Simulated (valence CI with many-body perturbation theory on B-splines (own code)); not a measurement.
# Questions on Se¹⁹⁺

Method: relativistic CI+MBPT: five valence electrons over a frozen Dirac-Fock core [Ne], a basis of 9 s, 9 p, 8 d, 6 f, 3 g, 1 h functions for each j, with the one-electron correlation potential Σ1 (screened to all orders), the two-electron term Σ2, the three-electron term Σ3, Breit, model QED; selected single and double excitations, second order for the rest, scaled by the run's own slope (own B-spline code, finite nucleus).

No measured levels were compared; by estimate levels of excited configurations hold to 0.05 to 0.15 % of their energy, terms of the ground configuration to about 0.5 %. Among the levels kept, up to 1700 cm⁻¹ of a level comes from second order outside the variational space, and about a tenth of that is noise between levels of different J, which matters for small intervals.

Names give the largest LS component (configuration and term), which can be under half, so a name can repeat, a term be missing and a line seem to break the LS rules; names also repeat where a configuration has a term twice.

Rates and lifetimes use the calculated energies. Strong lines usually hold to 10 to 20 %, long lifetimes can be off by a factor of two.

Question: What is the ground level?

Answer: 3s2.3p3 4S°_3/2, composition 76 % 3s2.3p3 4S° + 16 % 3s2.3p3 2P° + 6 % 3s2.3p3 2D°, g = 1.821.

Question: Where does the other parity begin?

Answer: At 3s.3p4 4P_5/2, 56.81 eV.

Question: Name the longest-lived excited levels whose lifetime is computed, and their main decay.

Answer: 3s2.3p3 2D°_5/2 at 10.95 eV lives 1.92 ms, mostly by M1 to 3s2.3p3 4S°_3/2; 3s2.3p3 2D°_3/2 at 8.08 eV lives 305 μs, mostly by M1 to 3s2.3p3 4S°_3/2; 3s2.3p2.3d 2G_9/2 at 101.83 eV lives 150 μs, mostly by M1 to 3s2.3p2.3d 4F_9/2. The lifetime of 3s2.3p2.3d 4F_9/2 is too uncertain to give, and may be longer.

Question: What are the static dipole polarisabilities of the lowest levels?

Answer: 3s2.3p3 4S°_3/2 0.103 (tensor 0.0020); 3s2.3p3 2D°_3/2 0.104 (tensor 0.0077); 3s2.3p3 2D°_5/2 0.104; 3s2.3p3 2P°_1/2 0.102 bohr³, of which the core gives 0.00157.

Question: What is the ionisation energy?

Answer: 790.53 eV; NIST lists 798 ± 3 eV (semi-empirical).

Question: Among levels below 110.19 eV, which E1 lines absorb most strongly from the ground level?

Answer: to 3s2.3p2.3d 4P_5/2 at 12.33 nm, f = 0.418; to 3s2.3p2.3d 4P_3/2 at 12.16 nm, f = 0.259; to 3s2.3p2.3d 4P_1/2 at 12.08 nm, f = 0.151.

Question: How well does LS coupling describe the low levels?

Answer: Among the lowest 20 levels the leading LS term, summed over configurations, holds 77 % on average. For single configurations the figures are 69 % in LS and 60 % in jj coupling. Terms mix most in the J = 1/2 level at 87.28 eV, where the leading one holds 41 %.
